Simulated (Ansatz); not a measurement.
Compare A (`NC[SiH](O)F`) with its isomer B (`N[SiH2]C(O)F`).

Program: Ansatz. Geometries: PBE0-D4/def2-TZVP. ΔE: electronic, gas phase. CBS: MP2 limit from def2 TZ/QZ plus the TZ coupled-cluster correction, frozen cores. DFT in def2-TZVPP. B3LYP here is the variant with VWN-RPA as its local correlation; programs differ in this. One conformer a species, not always the lowest.

Question: Which is lower in electronic energy at CCSD(T)/CBS, and by how much? (An estimate is asked.)

Answer: The calculation gave: A, by 65.1 kcal/mol.

Question: Give E(B) − E(A) in kcal/mol with B3LYP-D4, CCSD/def2-TZVPP, B3LYP, ωB97M-V, PBE0-D4, HF/def2-TZVPP, r2SCAN-D4. (Estimate.)

Answer: Ansatz gave: B3LYP-D4 61.6, CCSD/def2-TZVPP 64.8, B3LYP 61.6, ωB97M-V 62.6, PBE0-D4 60.9, HF/def2-TZVPP 65.5, r2SCAN-D4 62.0. None reverses the order clearly.

Largest T1 diagnostic: 0.012.

From PBE to PBE0 (25 % exact exchange), in def2-TZVPP and without D4, E(B) − E(A) moves by +2.8 kcal/mol.
